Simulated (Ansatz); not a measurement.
Si4Au3⁻, 7 atoms. Hardware: 4 threads of Arm Neoverse V1 on a shared host.

In the def2 sets Au takes a core potential; there is no spin–orbit coupling. Correlated methods freeze 20 core orbitals; core or outer-core shells of Au are correlated, in sets that lack core-valence functions.

(1) How many basis functions does each of these Ansatz runs have, and roughly what does it cost? PBE-D4/def2-TZVPD, charge -1 singlet, energy and forces, from earlier orbitals; MP2/def2-TZVPD, charge -1 singlet, energy, from earlier orbitals; ωB97M-V/def2-TZVPD, charge -1 singlet, energy, from earlier orbitals; CAM-B3LYP-D4/def2-TZVPD, charge -1 singlet, energy, from earlier orbitals; B2PLYP/def2-TZVPD, charge -1 singlet, energy, from earlier orbitals; r2SCAN-D4/def2-SVPD, charge -1 singlet, relaxation, 17 steps; r2SCAN-D4/def2-TZVPD, charge -1 singlet, energy, from earlier orbitals; PBE0-D4/def2-TZVPD, charge -1 singlet, energy, from earlier orbitals; RPA@PBE/def2-TZVPD, charge -1 singlet, energy, from earlier orbitals.

## Answers

(1) Other jobs shared the machine, so times can vary by a factor of up to 3. A dash marks memory too small to be measured apart from the calling script's.

```json
{"run": "PBE-D4/def2-TZVPD, charge -1 singlet, energy and forces, from earlier orbitals", "functions": "301", "fitting or Cholesky vectors": "2204", "wall time": "11 s", "peak host memory (GiB)": "0.71"}
{"run": "MP2/def2-TZVPD, charge -1 singlet, energy, from earlier orbitals", "functions": "301", "fitting or Cholesky vectors": "2173", "wall time": "18 s", "peak host memory (GiB)": "1.3"}
{"run": "PBE0-D4/def2-TZVPD, charge -1 singlet, energy, from earlier orbitals", "functions": "301", "fitting or Cholesky vectors": "2417", "wall time": "19 s", "peak host memory (GiB)": "1.5"}
{"run": "r2SCAN-D4/def2-TZVPD, charge -1 singlet, energy, from earlier orbitals", "functions": "301", "fitting or Cholesky vectors": "2204", "wall time": "21 s", "peak host memory (GiB)": "0.77"}
{"run": "CAM-B3LYP-D4/def2-TZVPD, charge -1 singlet, energy, from earlier orbitals", "functions": "301", "fitting or Cholesky vectors": "2294", "wall time": "21 s", "peak host memory (GiB)": "1.7"}
{"run": "RPA@PBE/def2-TZVPD, charge -1 singlet, energy, from earlier orbitals", "functions": "301", "fitting or Cholesky vectors": "2173", "wall time": "25 s", "peak host memory (GiB)": "1.3"}
{"run": "B2PLYP/def2-TZVPD, charge -1 singlet, energy, from earlier orbitals", "functions": "301", "fitting or Cholesky vectors": "2173", "wall time": "28 s", "peak host memory (GiB)": "1.4"}
{"run": "ωB97M-V/def2-TZVPD, charge -1 singlet, energy, from earlier orbitals", "functions": "301", "fitting or Cholesky vectors": "2240", "wall time": "43 s", "peak host memory (GiB)": "1.8"}
{"run": "r2SCAN-D4/def2-SVPD, charge -1 singlet, relaxation, 17 steps", "functions": "201", "fitting or Cholesky vectors": "1893", "wall time": "2.3 min", "peak host memory (GiB)": "–"}
```
